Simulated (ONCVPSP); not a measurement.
# An all-electron radial function and its pseudo partner (S (Z = 16))

Columns: radius, all-electron u(r) and pseudo u(r) of the 3p shell (level -11.72 eV) of sulfur in the configuration [Ne] 3s2 3p3.5; PBE, non-relativistic, ONCV scheme, ONCVPSP 4.0.1.

```
r (bohr)  all-electron  pseudo
   0.085       -0.1357  0.0058
   0.170       -0.2880  0.0232
   0.255       -0.3440  0.0519
   0.340       -0.3126  0.0911
   0.425       -0.2240  0.1395
   0.510       -0.1054  0.1952
   0.595        0.0242  0.2557
   0.680        0.1524  0.3189
   0.765        0.2718  0.3826
   0.850        0.3784  0.4453
   0.935        0.4708  0.5058
   1.020        0.5488  0.5629
   1.105        0.6128  0.6150
   1.190        0.6632  0.6605
   1.275        0.7011  0.6977
   1.360        0.7277  0.7254
   1.445        0.7443  0.7433
   1.530        0.7522  0.7520
   1.615        0.7528  0.7528
   1.700        0.7471  0.7471
   1.785        0.7364  0.7364
   1.870        0.7214  0.7214
   1.955        0.7032  0.7032
   2.040        0.6824  0.6824
   2.125        0.6596  0.6596
   2.210        0.6355  0.6355
```

Question: How many radial nodes do the two functions have?

Answer: The all-electron 3p function has n − l − 1 = 1; the pseudo-wave has 0, since the states of the same l below it are removed with the core.

Question: At about which radius was the pseudo-wave matched?

Answer: 1.70 bohr. The columns agree to 0.0005 from 1.53 bohr on; several derivatives are matched, so the curves merge somewhat inside the radius.

Question: Where does each function peak?

Answer: Outermost all-electron maximum near 1.61 bohr, pseudo maximum near 1.61 bohr (to the table’s step).

Question: Is the pseudo-wave norm-conserving?

Answer: Yes: the ONCV scheme keeps the norm inside the radius equal to the all-electron one, which fixes the energy derivative of the logarithmic derivative at the level.
